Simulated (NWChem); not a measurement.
System: HfH$_{3}$Br; SMILES [Br][HfH3]

The following NWChem deck was run.

```
start job
memory heap 200 mb stack 900 mb global 1100 mb
geometry units angstroms noautoz
  Hf     0.000000     0.000000     0.676548
  Br     0.000000     0.000000    -1.808684
  H      1.574403    -0.736524     1.308296
  H     -0.149353     1.731736     1.308296
  H     -1.425051    -0.995211     1.308296
end
basis spherical
  * library def2-svp
end
ecp
  Hf library def2-ecp
end
dft
  xc b3lyp
  grid xcoarse
  iterations 150
  mulliken
end
task dft gradient
```

Parts of the log:

```
             Northwest Computational Chemistry Package (NWChem) 7.3.0
             --------------------------------------------------------

 C3V symmetry detected

                             Geometry "geometry" -> ""
                             -------------------------

 Output coordinates in angstroms (scale by  1.889725989 to convert to a.u.)

  No.       Tag          Charge          X              Y              Z
 ---- ---------------- ---------- -------------- -------------- --------------
    1 Hf                  72.0000     0.00000000     0.00000000     0.77352615
    2 Br                  35.0000     0.00000000     0.00000000    -1.71170585
    3 H                    1.0000     1.22906764     1.22906764     1.40527415
    4 H                    1.0000    -1.67893762     0.44986998     1.40527415
    5 H                    1.0000     0.44986998    -1.67893762     1.40527415

 Effective nuclear repulsion energy (a.u.)     614.4813738977

      Symmetry information
      --------------------

 Group name             C3v
 Group number             17
 Group order               6
 No. of unique centers     3

                                 NWChem DFT Module
                                 -----------------

 Summary of "ao basis" -> "ao basis" (spherical)
 ------------------------------------------------------------------------------
       Tag                 Description            Shells   Functions and Types
 ---------------- ------------------------------  ------  ---------------------
 Hf                         def2-svp                12       32   6s3p2d1f
 Br                         def2-svp                12       32   5s4p3d
 H                          def2-svp                 3        5   2s1p

      Symmetry analysis of basis
      --------------------------

        a1         29
        a2          2
        e          48

  Rotation of axis

            General Information
            -------------------
          SCF calculation type: DFT
          Wavefunction type:  closed shell.
          No. of atoms     :     5
          No. of electrons :    50
           Alpha electrons :    25
            Beta electrons :    25
          Charge           :     0
          Spin multiplicity:     1
          Use of symmetry is: on ; symmetry adaption is: on
          Maximum number of iterations: 150
          AO basis - number of functions:    79
                     number of shells:    33
          Convergence on energy requested:  1.00D-06
          Convergence on density requested:  1.00D-05
          Convergence on gradient requested:  5.00D-04

              XC Information
              --------------
                         B3LYP Method XC Potential
                     Hartree-Fock (Exact) Exchange  0.200
                        Slater Exchange Functional  0.800 local
                    Becke 1988 Exchange Functional  0.720 non-local
              Lee-Yang-Parr Correlation Functional  0.810
                  VWN I RPA Correlation Functional  0.190 local

             Grid Information
             ----------------
          Grid used for XC integration:  xcoarse
          Radial quadrature: Mura-Knowles
          Angular quadrature: Lebedev.
          Tag              B.-S. Rad. Rad. Pts. Rad. Cut. Ang. Pts.
          ---              ---------- --------- --------- ---------
          Hf                  1.55       84           8.0       194
          Br                  1.15       75          10.0       194
          H                   0.35       21           9.0       194
          Grid pruning is: on
          Number of quadrature shells:   180
          Spatial weights used:  Erf1

      Superposition of Atomic Density Guess
      -------------------------------------

 Sum of atomic energies:       -2625.52188583

      Non-variational initial energy
      ------------------------------

 Total energy =   -2620.730578
 1-e energy   =   -3892.434954
 2-e energy   =    1155.877219
 HOMO         =      -0.311594
 LUMO         =       0.012216

      Symmetry analysis of molecular orbitals - initial
      -------------------------------------------------

  Numbering of irreducible representations:

     1 a1          2 a2          3 e

  Orbital symmetries:

     1 a1          2 a1          3 a1          4 e           5 e
     6 a1          7 a1          8 e           9 e          10 a1
    11 e          12 e          13 e          14 e          15 a1
    16 a1         17 e          18 e          19 a1         20 a1
    21 e          22 e          23 a1         24 e          25 e
    26 e          27 e          28 a1         29 e          30 e
    31 a1         32 a1         33 e          34 e          35 a1

     ---------------------------------------------
      Total Density - Mulliken Population Analysis
     ---------------------------------------------

    Atom       Charge   Shell Charges
 -----------   ------   -------------------------------------------------------
    1 Hf  12    10.04   0.03 -0.30  1.75  0.51  0.62  0.27  5.47  0.60  0.14  0.82  0.10  0.03
    2 Br  35    35.58   2.00  2.00  2.00  1.37  0.59  6.00  5.99  2.46  3.17  8.23  1.73  0.05
    3 H    1     1.46   0.78  0.68  0.00
    4 H    1     1.46   0.78  0.68  0.00
    5 H    1     1.46   0.78  0.68  0.00

   convergence    iter        energy       DeltaE   RMS-Dens  Diis-err
 ---------------- ----- ----------------- --------- --------- ---------
 d= 0,ls=0.0,diis     1  -2623.5868667847 -2.74D+03  3.30D-02  6.76D-01
 d= 0,ls=0.0,diis     2  -2622.8962887714  6.91D-01  2.24D-02  5.62D+00
 d= 0,ls=0.0,diis     3  -2623.7090155979 -8.13D-01  4.01D-03  3.12D-02
 d= 0,ls=0.0,diis     4  -2623.7131842254 -4.17D-03  1.29D-03  1.44D-02
 d= 0,ls=0.0,diis     5  -2623.7150125424 -1.83D-03  2.83D-04  4.50D-04
  Resetting Diis
 d= 0,ls=0.0,diis     6  -2623.7150866392 -7.41D-05  3.30D-05  4.73D-06
 d= 0,ls=0.0,diis     7  -2623.7150874459 -8.07D-07  1.67D-05  8.16D-07
 d= 0,ls=0.0,diis     8  -2623.7150874453  6.44D-10  1.05D-05  7.97D-07
 d= 0,ls=0.0,diis     9  -2623.7150875590 -1.14D-07  3.20D-06  6.17D-08

         Total DFT energy =    -2623.715087558997
      One electron energy =    -3893.298901795319
           Coulomb energy =     1252.132473455539
    Exchange-Corr. energy =      -98.375816487651
 Nuclear repulsion energy =      115.827157268434

 Numeric. integr. density =       49.999403873568

                  Occupations of the irreducible representations
                  ----------------------------------------------

                     irrep           alpha         beta
                     --------     --------     --------
                     a1               11.0         11.0
                     a2                0.0          0.0
                     e                14.0         14.0

                       DFT Final Molecular Orbital Analysis
                       ------------------------------------

 Vector   23  Occ=2.000000D+00  E=-3.299529D-01  Symmetry=e
              MO Center=  6.3D-03,  2.7D-02, -1.3D+00, r^2= 2.4D+00
   Bfn.  Coefficient  Atom+Function         Bfn.  Coefficient  Atom+Function
  ----- ------------  ---------------      ----- ------------  ---------------
    47      0.459720  2 Br px                44      0.430883  2 Br px
    41     -0.285237  2 Br px                48      0.256363  2 Br py
    45      0.240282  2 Br py                19      0.191247  1 Hf d  1
    42     -0.159063  2 Br py                17     -0.106649  1 Hf d -1
    38      0.092707  2 Br px                65     -0.090241  3 H  s

 Vector   24  Occ=2.000000D+00  E=-3.066685D-01  Symmetry=e
              MO Center= -1.3D-01, -6.4D-01,  1.0D+00, r^2= 3.4D+00
   Bfn.  Coefficient  Atom+Function         Bfn.  Coefficient  Atom+Function
  ----- ------------  ---------------      ----- ------------  ---------------
    75     -0.341017  5 H  s                 20      0.317924  1 Hf d  2
    76     -0.298623  5 H  s                 70      0.240757  4 H  s
    71      0.210827  4 H  s                  8     -0.186198  1 Hf py
    17      0.177864  1 Hf d -1              48      0.150739  2 Br py
    45      0.133256  2 Br py                 7      0.100593  1 Hf px

 Vector   25  Occ=2.000000D+00  E=-3.066685D-01  Symmetry=e
              MO Center=  1.3D-01,  6.4D-01,  1.0D+00, r^2= 3.4D+00
   Bfn.  Coefficient  Atom+Function         Bfn.  Coefficient  Atom+Function
  ----- ------------  ---------------      ----- ------------  ---------------
    65      0.335887  3 H  s                 16      0.317924  1 Hf d -2
    66      0.294132  3 H  s                 70     -0.254771  4 H  s
    71     -0.223099  4 H  s                  7     -0.186198  1 Hf px
    19     -0.177864  1 Hf d  1              47      0.150739  2 Br px
    44      0.133256  2 Br px                 8     -0.100593  1 Hf py

[...]

                         DFT ENERGY GRADIENTS

    atom               coordinates                        gradient
                 x          y          z           x          y          z
   1 Hf      0.000000   0.000000   1.461752    0.000000   0.000000   0.003257
   2 Br      0.000000   0.000000  -3.234655    0.000000   0.000000   0.002903
   3 H       2.322601   2.322601   2.655583   -0.002758  -0.002758  -0.002053
   4 H      -3.172732   0.850131   2.655583    0.003767  -0.001009  -0.002053
   5 H       0.850131  -3.172732   2.655583   -0.001009   0.003767  -0.002053
```

Level: B3LYP/def2-SVP with def2 effective core potentials on Hf. Geometry: optimised at PBE-D3(BJ)/def2-SVP. def2 effective core potentials on Hf; no spin-orbit coupling.
